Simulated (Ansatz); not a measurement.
Ansatz (a program for electronic structure) input (B3LYP/def2-TZVPD):

Ansatz 0.2 input:
```yaml
crystal:
  periodic: [false, false, false]
  atoms:
    - {symbol: C, position_ang: [-2.32237429, -0.00011607, 1.56336001]}
    - {symbol: Si, position_ang: [-1.35052201, -0.50960324, 0.05908900]}
    - {symbol: C, position_ang: [-2.11059143, 0.14290282, -1.52075835]}
    - {symbol: O, position_ang: [0.18092430, 0.08788941, 0.27091613]}
    - {symbol: C, position_ang: [1.25398273, -0.18605441, -0.62994658]}
    - {symbol: Si, position_ang: [2.85338393, 0.47015213, 0.13672443]}
    - {symbol: H, position_ang: [-3.34312813, -0.38618352, 1.51419951]}
    - {symbol: H, position_ang: [-1.85910687, -0.38144045, 2.47480841]}
    - {symbol: H, position_ang: [-2.37533951, 1.08791189, 1.63970256]}
    - {symbol: H, position_ang: [-1.26520744, -1.99392914, -0.03869808]}
    - {symbol: H, position_ang: [-1.52490194, -0.14315688, -2.39699399]}
    - {symbol: H, position_ang: [-3.11850316, -0.25772774, -1.65501558]}
    - {symbol: H, position_ang: [-2.18088728, 1.23284045, -1.50128076]}
    - {symbol: H, position_ang: [1.34132620, -1.26409227, -0.81842736]}
    - {symbol: H, position_ang: [1.07777565, 0.29143474, -1.60175565]}
    - {symbol: H, position_ang: [2.74173559, 1.92893048, 0.36385140]}
    - {symbol: H, position_ang: [3.11060078, -0.21088576, 1.42585712]}
    - {symbol: H, position_ang: [3.98207299, 0.20510449, -0.79089543]}
basis:
  gaussian:
    orbitals: def2-TZVPD
hamiltonian:
  xc: {name: B3LYP}
output: {forces: true}
```

Output:

```
Functional definition: B3LYP
integrals: 0.45 GiB planned
1896 factors; their error is unknown
0.54 GiB of the device are held for the grids
2.30 GiB of device memory are held for the factors and their scratch space
mean field: 2.87 GiB planned
mean field evaluation 1: about -21098.1998 eV, gradient 8.9e1 eV
mean field evaluation 2: about -21082.0162 eV, gradient 1.2e2 eV
mean field evaluation 4: about -21114.5510 eV, gradient 7.6e0 eV
mean field evaluation 8: about -21114.6622 eV, gradient 1.6e-1 eV
mean field evaluation 16: about -21114.6419 eV, gradient 3.7e-4 eV
mean field -21114.64185627 eV, -775.9487761998 hartree, gradient 3.4e-5 eV, S^2 0.000000; 0 other end points of the search recorded, 0 dependent functions left out
the calculation of the forces begins
reference -21114.64225041 eV, -775.9487906840 hartree; 33, 33 occupied and 312, 312 virtual orbitals, 1896 factors
Total energy: -21114.64225041 eV, -775.9487906840 hartree
Atom 0 at    -2.322374    -0.000116     1.563360 Å, force    -0.010946     0.000089     0.021882 eV/Å
Atom 1 at    -1.350522    -0.509603     0.059089 Å, force    -0.065677    -0.018789     0.006288 eV/Å
Atom 2 at    -2.110591     0.142903    -1.520758 Å, force    -0.015756     0.006406    -0.025707 eV/Å
Atom 3 at     0.180924     0.087889     0.270916 Å, force     0.017677    -0.000808     0.002316 eV/Å
Atom 4 at     1.253983    -0.186054    -0.629947 Å, force     0.024905     0.000329    -0.007492 eV/Å
Atom 5 at     2.853384     0.470152     0.136724 Å, force     0.054846     0.011952     0.005222 eV/Å
Atom 6 at    -3.343128    -0.386184     1.514200 Å, force    -0.010801    -0.000120     0.011525 eV/Å
Atom 7 at    -1.859107    -0.381440     2.474808 Å, force    -0.004578    -0.001631     0.013935 eV/Å
Atom 8 at    -2.375340     1.087912     1.639703 Å, force    -0.007787     0.008979     0.012912 eV/Å
Atom 9 at    -1.265207    -1.993929    -0.038698 Å, force     0.003306    -0.018714     0.001624 eV/Å
Atom 10 at    -1.524902    -0.143157    -2.396994 Å, force    -0.008737     0.000451    -0.014978 eV/Å
Atom 11 at    -3.118503    -0.257728    -1.655016 Å, force    -0.009349    -0.000650    -0.011854 eV/Å
Atom 12 at    -2.180887     1.232840    -1.501281 Å, force    -0.009323     0.010709    -0.012143 eV/Å
Atom 13 at     1.341326    -1.264092    -0.818427 Å, force     0.006841    -0.009621    -0.003045 eV/Å
Atom 14 at     1.077776     0.291435    -1.601756 Å, force     0.007879     0.001889    -0.009800 eV/Å
Atom 15 at     2.741736     1.928930     0.363851 Å, force     0.008263     0.009863     0.001757 eV/Å
Atom 16 at     3.110601    -0.210886     1.425857 Å, force     0.010831    -0.001554     0.008362 eV/Å
Atom 17 at     3.982073     0.205104    -0.790895 Å, force     0.008406     0.001218    -0.000803 eV/Å
Dipole moment:    -0.160981    -0.031318    -0.187542 e Å
```
